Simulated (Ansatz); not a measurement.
Relaxation of Cl$_{2}$H$_{6}$OSiSn (11 atoms, charge 0, multiplicity 1), to a largest force component of 0.03 eV/Å in at most 50 steps.

Method: RKS PBE-D4/def2-SVP (Ansatz 0.2.0).

```xyz
11
Properties=species:S:1:pos:R:3
Sn 0.328 -0.435 -0.268
Cl -0.596 -0.593 3.219
Cl 1.710 -0.084 -2.194
H -0.071 1.118 0.347
O -1.439 -1.100 -0.948
H -1.330 -1.949 -1.420
Si 1.622 -2.148 1.057
H 0.709 -3.217 1.588
H 2.693 -2.760 0.203
H 2.283 -1.468 2.235
H 0.699 -0.934 3.241
```

**Question.** Where does it end, and by what steps?

**Answer.** It converged. The force dipped under the threshold on the way, but the program's further checks kept it going. After 19 steps the energy has fallen by 0.087 eV; H11 moved furthest, 1.03 Å.

```
step  energy less start (eV)  largest force component (eV/Å)  accepted
   0                  0.0000                           0.918       yes
   1                 -0.0411                           0.780       yes
   2                 -0.0321                           1.231        no
   3                 -0.0536                           0.620       yes
   4                 -0.0575                           0.797       yes
   5                 -0.0731                           0.127       yes
   6                 -0.0693                           0.078        no
   7                 -0.0763                           0.138       yes
   8                 -0.0792                           0.045       yes
   9                 -0.0814                           0.038       yes
  10                 -0.0814                           0.044       yes
  11                 -0.0796                           0.388        no
  12                 -0.0832                           0.024       yes
  13                 -0.0826                           0.287        no
  14                 -0.0842                           0.009       yes
  15                 -0.0848                           0.069       yes
  16                 -0.0851                           0.164       yes
  17                 -0.0858                           0.092       yes
  18                 -0.0865                           0.029       yes
  19                 -0.0869                           0.017       yes
```

```xyz
11
Properties=species:S:1:pos:R:3
Sn 0.398 -0.490 -0.242
Cl -0.780 -0.914 3.064
Cl 1.537 -0.128 -2.320
H 0.144 1.074 0.444
O -1.461 -1.066 -0.741
H -1.425 -1.767 -1.421
Si 1.809 -2.282 0.996
H 0.922 -3.408 1.443
H 2.866 -2.797 0.061
H 2.467 -1.643 2.189
H 0.132 -0.149 3.585
```

Whether the end is a true minimum wasn't checked by a vibrational analysis.

The run took 53 s on 4 threads of Arm Neoverse N1, on a shared host, peak memory 0.19 GiB.
